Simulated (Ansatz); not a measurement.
Basis sets compared for BiMe2Cl (C2H6BiCl). The state is a singlet with charge 0. Geometry B3LYP-D4/def2-SVP. Ansatz on 4 threads of Arm Neoverse V1 on a shared host; times are rough, and most runs start from earlier orbitals.

```csv
atom,x (Å),y (Å),z (Å)
Bi1,0.204,0.806,1.151
C2,-1.181,-0.962,0.707
H3,-0.598,-1.895,0.742
H4,-1.597,-0.808,-0.298
H5,-1.991,-0.994,1.450
C6,1.465,0.393,-0.715
H7,2.155,1.232,-0.881
H8,0.780,0.294,-1.568
H9,2.032,-0.540,-0.570
Cl10,-1.269,2.474,-0.016
```

In the def2 sets Bi takes a core potential; there is no spin–orbit coupling.

Binding counts from free atoms (Bi quartet, C triplet, H doublet, Cl doublet) in the same basis, without a counterpoise term.

```
                            level  functions  energy (Eh)  HOMO (eV)  LUMO (eV)  binding per atom (eV)  wall time
                  PBE-D4/def2-SVP        102    -754.2085      -5.93      -2.06                   3.50      0.8 s
                 PBE-D4/def2-TZVP        185    -754.4755      -6.13      -2.27                   3.51      1.6 s
r2SCAN-D4/def2-TZVP (with forces)        185    -754.7634      -6.38      -2.07                   3.44      4.2 s
                 PBE0-D4/def2-SVP        102    -754.2366      -7.06      -1.33                   3.43      1.2 s
                PBE0-D4/def2-TZVP        185    -754.4969      -7.19      -1.52                   3.44      3.7 s
```

(1) Estimate the rows for PBE-D4/def2-TZVPD, r2SCAN-D4/def2-TZVPD, PBE0-D4/def2-TZVPD.

Answers

(1) 
| level | functions | energy (Eh) | HOMO (eV) | LUMO (eV) | binding per atom (eV) | wall time |
| --- | --- | --- | --- | --- | --- | --- |
| PBE-D4/def2-TZVPD | 230 | -754.4773 | -6.18 | -2.37 | 3.51 | 2.5 s |
| r2SCAN-D4/def2-TZVPD | 230 | -754.7647 | -6.40 | -2.14 | 3.44 | 6 s |
| PBE0-D4/def2-TZVPD | 230 | -754.4983 | -7.22 | -1.63 | 3.44 | 4.8 s |
